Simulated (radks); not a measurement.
The germanium ion Ge17+, configuration [Ne] 3s2 3p3 (the NIST ground configuration).

Method: scalar-relativistic Kohn-Sham, PBEsol, spin-unpolarised, spherical densities, finite nucleus; Fermi nuclear charge, rms radius 4.0742 fm; computed with a radial shooting solver on a logarithmic mesh with Libxc functionals.

Energy parts (eV):
| part | energy |
|---|---|
| total | -52870.170 |
| kinetic | 53917.492 |
| electron-nucleus | -117095.444 |
| Hartree | 11882.376 |
| exchange-correlation | -1574.595 |

Orbitals (lengths in bohr, moments of r in powers of bohr; <r^-3> diverges for s and p1/2; r(max) is where P^2 peaks):
| orbital | occ. | eigenvalue (eV) | r(max) | <r^-3> |
|---|---|---|---|---|
| 1s | 2 | -11596.03 | 0.03075 | - |
| 2s | 2 | -2001.175 | 0.1755 | - |
| 2p | 6 | -1832.523 | 0.1407 | 1009 |
| 3s | 2 | -688.5906 | 0.4984 | - |
| 3p | 3 | -635.2579 | 0.4856 | 211.1 |
| 3d | 0 | -557.8683 | 0.4036 | 29.56 |
| 4s | 0 | -338.7123 | 1.041 | - |

The highest occupied level is 3p at -635.26 eV. The electron density at the nucleus is 3.223e+04 e/bohr^3 (large components only).
